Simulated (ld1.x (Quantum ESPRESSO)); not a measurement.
**u(r) = r·R(r): atom against pseudo-atom (antimony)**

Columns: radius, all-electron u(r) and pseudo u(r) of the 5s shell (level -12.83 eV) of antimony in the configuration [Kr] 4d10 5s2 5p3; PBE, scalar-relativistic, TM scheme, ld1.x (Quantum ESPRESSO) 7.5.

```csv
r (bohr),all-electron,pseudo
0.115,-0.0987,0.0193
0.230,0.2407,0.0399
0.345,0.0890,0.0631
0.460,-0.2040,0.0904
0.575,-0.3634,0.1235
0.690,-0.3530,0.1642
0.805,-0.2264,0.2142
0.920,-0.0461,0.2747
1.035,0.1435,0.3458
1.150,0.3169,0.4258
1.265,0.4623,0.5101
1.380,0.5762,0.5919
1.495,0.6599,0.6630
1.610,0.7165,0.7168
1.725,0.7503,0.7503
1.840,0.7653,0.7653
1.955,0.7652,0.7652
2.070,0.7534,0.7534
2.185,0.7326,0.7326
2.300,0.7051,0.7051
2.415,0.6730,0.6730
2.530,0.6378,0.6378
2.645,0.6009,0.6009
2.760,0.5631,0.5631
2.875,0.5254,0.5254
2.990,0.4883,0.4883
```

(1) How many radial nodes do the two functions have?

(2) At about which radius was the pseudo-wave matched?

(3) Where does each function peak?

(4) Is the pseudo-wave norm-conserving?

Results:

(1) The all-electron 5s function has n − l − 1 = 4 (the table is too coarse to show those close to the nucleus); the pseudo-wave has 0, since the states of the same l below it are removed with the core.

(2) 1.75 bohr. The columns agree to 0.0005 from 1.61 bohr on; several derivatives are matched, so the curves merge somewhat inside the radius.

(3) Outermost all-electron maximum near 1.84 bohr, pseudo maximum near 1.84 bohr (to the table’s step).

(4) Yes: the TM scheme keeps the norm inside the radius equal to the all-electron one, which fixes the energy derivative of the logarithmic derivative at the level.
